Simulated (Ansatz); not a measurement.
# Cost against result

Saddle point of TiNH$_{3}$OF$_{2}$, closed shell (TiNH₃OF₂ ([NH2][Ti]([OH])([F])[F]) → TiOF₂ ([O][Ti]([F])[F]) + NH₃ (still joined by a long Ti–N bond); bonds formed: N2–H4; bonds broken: O3–H4; bonds weakened to dative contacts: Ti1–N2), PBE0-D4/def2-TZVP structure:

Ti1  (-0.822, -0.357, -0.251)
N2  (0.801, 0.623, 0.468)
O3  (0.401, -1.247, -1.027)
H4  (1.037, -0.433, -0.396)
F5  (-1.809, 0.614, -1.351)
F6  (-1.703, -1.271, 0.980)
H7  (1.019, 1.555, 0.145)
H8  (1.076, 0.515, 1.434)
(Å)

Barriers are electronic and count from the start structure reached by relaxing down the imaginary mode.

Program: Ansatz 0.2.0. Basis: as named in each row. Cores are frozen in the correlated methods. B3LYP uses VWN-RPA correlation. Extrapolation: Hartree–Fock as exp(−7.88 √X), correlation as X^−2.97.

Times are rough, for one single point on 8 threads of a shared host (AMD EPYC 9R45).

The estimate by CCSD(T) at an estimated basis limit (MP2 extrapolated from triple and quadruple zeta, plus CCSD(T) − MP2 in triple zeta) is 118.7 kJ/mol.

| method | basis | time (s) | barrier (kJ/mol) | method less estimate |
| --- | --- | --- | --- | --- |
| HF | STO-3G | under 1 | 250.6 | 131.9 |
| PBE-D4 | STO-3G | under 1 | 110.5 | -8.2 |
| SPW92 | def2-SVP | under 1 | 85.2 | -33.5 |
| PBE-D4 | def2-SVP | under 1 | 98.9 | -19.9 |
| B3LYP-D4 | 6-31G | under 1 | 141.1 | 22.4 |
| PBE0-D4 | def2-SVP | under 1 | 114.5 | -4.2 |
| SPW92 | def2-TZVPP | under 1 | 95.6 | -23.1 |
| PBE-D4 | def2-TZVPP | under 1 | 108.8 | -9.9 |
| BLYP-D4 | def2-TZVPP | under 1 | 121.3 | 2.5 |
| BHLYP-D4 | def2-TZVPP | under 1 | 148.3 | 29.6 |
| PBE0-D4 | def2-TZVPP | under 1 | 121.8 | 3.1 |
| B3LYP-D4 | def2-TZVPP | under 1 | 130.7 | 12.0 |
| CAM-B3LYP-D4 | def2-TZVPP | under 1 | 131.8 | 13.1 |
| r2SCAN-D4 | def2-TZVPP | 1 | 119.4 | 0.7 |
| r2SCAN0-D4 | def2-TZVPP | 1 | 128.8 | 10.1 |
| wB97M-V | def2-SVP | 1 | 121.0 | 2.3 |
| PBE-QIDH | def2-TZVPP | 1 | 116.6 | -2.1 |
| RPA on PBE | def2-TZVPP | 2 | 120.0 | 1.3 |
| B97M-V | def2-TZVPP | 2 | 134.4 | 15.7 |
| wB97X-V | def2-TZVPP | 2 | 128.5 | 9.8 |
| wB97M-V | def2-TZVPP | 2 | 129.7 | 11.0 |
| CCSD(T) | def2-SVP | 2 | 113.7 | -5.0 |
| B2PLYP | def2-TZVPP | 2 | 118.4 | -0.3 |
| MP2 | def2-QZVPP | 4 | 98.2 | -20.5 |
| CCSD(T) | def2-TZVPP | 38 | 119.3 | 0.6 |

All methods are single points on the PBE0-D4 structures.

No T1 diagnostic of these runs exceeds 0.025.

Labels in which every atom is bracketed show which atoms are joined, not bond orders.
